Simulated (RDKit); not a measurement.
Internal rotation in CH5NSeSi2, SMILES N#C[SiH2][SiH2][SeH]. Scanned: dihedral C2–Si3–Si4–Se5 and dihedral Si3–Si4–Se5–H10; all other coordinates were relaxed at GFN2-xTB. GFN2-xTB can order the conformers of Si and Ge chains otherwise than DFT does. Points at φ and −φ are mirror images.

Atom numbering (GFN2-xTB optimised geometry, Å):
```
10

N      3.4385     0.0977    -0.7541
C      2.4239    -0.3575    -0.4786
Si     0.7573    -1.0625    -0.0278
Si    -0.6717     0.7691     0.0498
Se    -2.7240    -0.0767     0.6810
H      0.9681    -1.7491     1.2500
H      0.4616    -2.0448    -1.0750
H     -0.3484     1.7899     1.0487
H     -0.9038     1.4530    -1.2243
H     -3.4016     1.1810     0.7127
```

Method: UFF // GFN2-xTB in RDKit.

Energy in kJ/mol above the lowest grid point; x is the dihedral C2–Si3–Si4–Se5 (°), y the dihedral Si3–Si4–Se5–H10 (°).

```
y \ x  -150  -120  -90  -60  -30     0   30   60   90   120   150  180
-----  ----  ----  ---  ---  ---  ----  ---  ---  ---  ----  ----  ---
180     6.7   7.9  3.8  0.0  1.9   4.8  1.9  0.0  3.8   7.9   6.7  4.8
150     8.0   9.4  5.8  2.0  3.5   5.9  3.8  1.6  5.0   9.2   8.1  6.1
120    10.0  11.8  8.3  5.0  6.9   9.0  6.2  4.1  7.7  11.4   9.9  7.9
90      9.1  11.0  7.7  4.9  7.2   9.3  6.1  3.9  7.3  10.6   8.6  6.6
60      7.0   9.1  5.9  3.6  6.6   8.0  4.8  2.3  5.4   8.5   6.3  4.4
30      6.9   8.9  5.8  3.5  9.0   9.9  5.0  2.3  5.4   8.5   6.4  4.5
0       7.3   9.1  6.0  3.2  7.3  14.2  7.3  3.2  6.0   9.1   7.3  5.1
-30     6.4   8.5  5.4  2.3  5.0   9.9  9.0  3.5  5.8   8.9   6.9  4.5
-60     6.3   8.5  5.4  2.3  4.8   8.0  6.6  3.6  5.9   9.1   7.0  4.4
-90     8.6  10.6  7.3  3.9  6.1   9.3  7.2  4.9  7.7  11.0   9.1  6.6
-120    9.9  11.4  7.7  4.1  6.2   9.0  6.9  5.0  8.3  11.8  10.0  7.9
-150    8.1   9.2  5.0  1.6  3.8   5.9  3.5  2.0  5.8   9.4   8.0  6.1
```

The six lowest points that lie below all their neighbours on the grid: x = -60, y = 180 (0.0 kJ/mol); x = 60, y = 180 (0.0 kJ/mol); x = -60, y = -60 (2.3 kJ/mol); x = 60, y = 60 (2.3 kJ/mol); x = 180, y = -60 (4.4 kJ/mol); x = 180, y = 60 (4.4 kJ/mol). The lowest path on the grid from the first to the second passes x = 0, y = 180 at 4.8 kJ/mol.
